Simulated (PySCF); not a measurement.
Mg(OMe)2, SMILES C[O][Mg][O]C (C2H6MgO2) (PBE0/def2-SVP optimised geometry):

```
11

Mg     0.005     0.174     0.000
O      1.773     0.174     0.000
C      3.144     0.189     0.014
H      3.570     0.523    -0.954
H      3.548     0.872     0.790
H      3.573    -0.812     0.220
O     -1.764     0.174    -0.003
C     -3.135     0.156    -0.023
H     -3.550     0.741    -0.869
H     -3.540    -0.872    -0.120
H     -3.573     0.583     0.902
```

Level of theory: PySCF with PBE0/def2-TZVP.

Problem. What are the frontier orbital energies and the dipole moment?

Solution. HOMO-2 -7.20 eV, HOMO-1 -7.07 eV, HOMO -7.07 eV, LUMO -1.10 eV, LUMO+1 0.81 eV; dipole moment 0.01 D.

On the same geometry PBE/def2-TZVP (PySCF) gives HOMO-2 -5.72 eV, HOMO-1 -5.58 eV, HOMO -5.58 eV, LUMO -1.87 eV, LUMO+1 0.12 eV; dipole moment 0.01 D.

Meta-Löwdin charges at PBE0/def2-TZVP: Mg1 1.59, O2 -0.97, C3 -0.09, H4 0.09, H5 0.09, H6 0.09, O7 -0.97, C8 -0.09, H9 0.09, H10 0.09, H11 0.09.
